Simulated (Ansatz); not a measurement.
Consider the redistribution: `[CH3][Al]([Cl])[Cl]` + `C[S][Al]([CH3])[Cl]` → `[CH3][Al]([CH3])[Cl]` + `C[S][Al]([Cl])[Cl]`.

Isolated molecules relaxed with PBE0-D4/def2-TZVP in Ansatz; ΔE leaves out vibrations. CCSD(T)/CBS adds triple-zeta CCSD(T) − MP2 to the extrapolated MP2 energy (def2 sets, frozen cores). DFT in def2-TZVPP. B3LYP here is the variant with VWN-RPA as its local correlation; programs differ in this. Each species was taken in one conformer, which may not be the lowest.

Problem. Is it downhill or uphill in electronic energy at CCSD(T)/CBS, and by how much? (Estimate.)

Solution. Ansatz gave: Uphill: ΔE = +12.3 kJ/mol.

Problem. What do these levels give: PBE-D4, revPBE-D4, B3LYP-D4, r2SCANh-D4, CAM-B3LYP-D4, revPBE, BLYP, LC-ωPBE, RPA@PBE/def2-TZVPP, CCSD(T)/def2-TZVPP, SCS-MP2/def2-QZVPP, HF/CBS(def2)? (Best estimate.)

Solution. The calculation gave: PBE-D4 12.9, revPBE-D4 12.2, B3LYP-D4 12.6, r2SCANh-D4 12.7, CAM-B3LYP-D4 12.8, revPBE 12.6, BLYP 13.0, LC-ωPBE 12.5, RPA@PBE/def2-TZVPP 12.0, CCSD(T)/def2-TZVPP 12.6, SCS-MP2/def2-QZVPP 12.1, HF/CBS(def2) 12.5 kJ/mol.

Largest T1 diagnostic among the species: 0.010.

Leaving LDA and LC-ωPBE aside and taking each functional with its dispersion term where it has one, the values, not all of them listed here, spread over 0.7 kJ/mol, from B97M-V to PBE-D4.
